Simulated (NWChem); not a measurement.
System: diselenium (Se2, triplet); SMILES [Se]=[Se]

The following NWChem deck was run.

```
start job
memory heap 200 mb stack 900 mb global 1100 mb
geometry units angstroms
  Se     0.000000     0.000000     1.083866
  Se     0.000000     0.000000    -1.083866
end
basis spherical
  Se library 6-31g*
end
dft
  odft
  mult 3
  xc b3lyp
  iterations 150
end
driver
  maxiter 120
end
task dft optimize
task dft freq
```

This build's default masses of Se (78.918 u) and Br (79.917 u) are each other's, which moves their modes by up to 0.6 %. No stability test was run on the SCF state.

The level has its own optimisation; frequencies are unscaled.

What results follow from this input? (B3LYP/6-31G* (spherical d), spin-unrestricted.) Quantities: r Se–Se (Å); highest harmonic frequency (cm⁻¹); zero-point energy (kcal/mol).


```
Item                               Value
---------------------------------  -----
r Se–Se (Å)                        2.201
highest harmonic frequency (cm⁻¹)    386
zero-point energy (kcal/mol)         0.6
```
